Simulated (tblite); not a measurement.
Compound: C3H11Ge2NSi.
SMILES with atom numbers: `[CH3:1][Ge@@H:2]([CH2:3][C:4]#[N:5])[SiH2:6][GeH3:7]` (hydrogens: H8, H9, H10 on C1; H11 on Ge2; H12, H13 on C3; H14, H15 on Si6; H16, H17, H18 on Ge7)

Computed with GFN2-xTB (tblite), gas phase: L-BFGS steps from a force-field or distance-geometry start until the largest atomic force falls under 0.01 eV/Å.

Step 146: E = -557.5525 eV
```
atom  x, y, z in Å  |  force x, y, z in eV/Å
C1     -2.0874   -1.9714   -0.1880    0.013   0.001   0.028
Ge2    -0.7877   -0.5222   -0.5836    0.001   0.036  -0.055
C3     -1.6754    1.0897    0.2814   -0.007   0.063  -0.095
C4     -0.6324    1.9992    0.5870    0.187   0.007  -0.004
N5      0.3132    2.6248    0.7783   -0.157  -0.087  -0.032
Si6     1.3687   -0.7630    0.3735    0.021  -0.004   0.054
Ge7     2.8853    1.0141    0.2618    0.100   0.019  -0.051
H8     -3.1115   -1.6490   -0.3572   -0.004   0.013  -0.058
H9     -1.9927   -2.2404    0.8609   -0.009  -0.061   0.027
H10    -1.9051   -2.8612   -0.7822    0.019   0.017  -0.002
H11    -0.9023   -0.1985   -2.0776    0.016  -0.036   0.032
H12    -2.1871    0.7613    1.1849    0.006   0.085   0.071
H13    -2.3968    1.5533   -0.3935    0.006  -0.020   0.046
H14     1.9237   -2.0039   -0.1801    0.038   0.016  -0.032
H15     1.0937   -1.0733    1.7837   -0.018  -0.009   0.021
H16     2.7990    2.0967    1.2756    0.026  -0.054   0.029
H17     2.9979    1.6962   -1.0699   -0.098  -0.012   0.024
H18     4.2882    0.4541    0.4388   -0.142   0.024  -0.002
```

Step 147: E = -557.5549 eV
```
atom  x, y, z in Å  |  force x, y, z in eV/Å
C1     -2.0833   -1.9690   -0.1842   -0.001  -0.011   0.026
Ge2    -0.7870   -0.5197   -0.5874    0.020   0.044   0.007
C3     -1.6716    1.0957    0.2790    0.010   0.013  -0.010
C4     -0.6267    2.0031    0.5918    0.062  -0.027  -0.037
N5      0.3121    2.6348    0.7917   -0.103  -0.072  -0.026
Si6     1.3673   -0.7677    0.3767    0.033  -0.003   0.026
Ge7     2.8845    1.0112    0.2614    0.022  -0.030  -0.139
H8     -3.1086   -1.6525   -0.3600    0.011   0.015  -0.026
H9     -1.9881   -2.2404    0.8655   -0.024  -0.035  -0.022
H10    -1.8964   -2.8562   -0.7804    0.025  -0.007   0.001
H11    -0.9016   -0.2065   -2.0825    0.010  -0.024   0.026
H12    -2.1861    0.7655    1.1850    0.052   0.118  -0.034
H13    -2.3910    1.5568   -0.3994    0.013   0.001   0.065
H14     1.9252   -2.0057   -0.1842    0.023   0.031  -0.012
H15     1.0872   -1.0810    1.7858   -0.010  -0.008   0.006
H16     2.7877    2.0875    1.2730    0.032   0.017   0.080
H17     2.9826    1.6924   -1.0756   -0.084  -0.033   0.075
H18     4.2849    0.4578    0.4378   -0.091   0.012  -0.007
```

Step 148: E = -557.5579 eV
```
atom  x, y, z in Å  |  force x, y, z in eV/Å
C1     -2.0863   -1.9664   -0.1833   -0.027  -0.024  -0.030
Ge2    -0.7883   -0.5228   -0.5889    0.070   0.053   0.056
C3     -1.6697    1.0951    0.2805    0.060  -0.031  -0.057
C4     -0.6207    1.9958    0.5940   -0.032  -0.037  -0.062
N5      0.3159    2.6295    0.7927    0.007  -0.015  -0.003
Si6     1.3669   -0.7675    0.3800    0.042   0.008   0.004
Ge7     2.8807    1.0161    0.2587   -0.027  -0.053  -0.054
H8     -3.1095   -1.6488   -0.3717    0.017   0.007  -0.006
H9     -1.9998   -2.2356    0.8667   -0.027  -0.040   0.000
H10    -1.8953   -2.8537   -0.7782    0.021  -0.017   0.015
H11    -0.8995   -0.2216   -2.0849    0.001  -0.004   0.010
H12    -2.1801    0.7636    1.1859    0.012   0.099   0.005
H13    -2.3869    1.5587   -0.3966   -0.011   0.019   0.054
H14     1.9363   -1.9995   -0.1866    0.000   0.044   0.010
H15     1.0872   -1.0765    1.7906   -0.007  -0.017  -0.011
H16     2.7906    2.0876    1.2787    0.036  -0.001   0.048
H17     2.9725    1.6950   -1.0753   -0.076   0.000   0.033
H18     4.2772    0.4573    0.4317   -0.059   0.009  -0.011
```

Q: Estimate the geometry and energy of step 149. (The exact step hangs on the optimiser's Hessian estimate; all steps are aligned on step 148, rigid shifts and turns removed.)

A: E = -557.5623 eV, largest force 0.165 eV/Å
```
atom  x, y, z in Å  |  force x, y, z in eV/Å
C1     -2.0878   -1.9584   -0.1768   -0.075  -0.027  -0.044
Ge2    -0.7846   -0.5278   -0.5977    0.110   0.048   0.113
C3     -1.6672    1.0929    0.2686    0.056  -0.066  -0.076
C4     -0.6088    1.9717    0.6036   -0.064   0.002  -0.097
N5      0.3340    2.5947    0.8044    0.074   0.014   0.032
Si6     1.3654   -0.7680    0.3901    0.048   0.035  -0.021
Ge7     2.8730    1.0217    0.2590   -0.025  -0.051  -0.024
H8     -3.1095   -1.6370   -0.3764    0.058  -0.020   0.015
H9     -2.0074   -2.2166    0.8771   -0.035  -0.040  -0.031
H10    -1.8958   -2.8503   -0.7643    0.005  -0.038   0.032
H11    -0.8871   -0.2534   -2.0969   -0.013   0.026  -0.009
H12    -2.1936    0.7555    1.1621    0.004   0.098   0.012
H13    -2.3671    1.5764   -0.4121   -0.018   0.011   0.046
H14     1.9452   -1.9947   -0.1774   -0.012   0.034   0.028
H15     1.0758   -1.0665    1.8013   -0.001  -0.028  -0.027
H16     2.8108    2.0650    1.3120    0.045  -0.014   0.033
H17     2.9161    1.7350   -1.0590   -0.067   0.000   0.036
H18     4.2799    0.4661    0.3765   -0.090   0.019  -0.018
```

The energy changes by -0.0045 eV. The first-order estimate −F·Δx gives -0.0062 eV and the mean of the old and new forces, exact on a quadratic surface, -0.0044 eV. The step makes an angle of 80° with the force vector and moves no atom by more than 0.071 Å.

What follows is the cost of the whole relaxation. On an Arm Neoverse N1 with one thread, no GPU, shared host with 64 logical CPUs at a one-minute load of 56, this took 3.1 s.
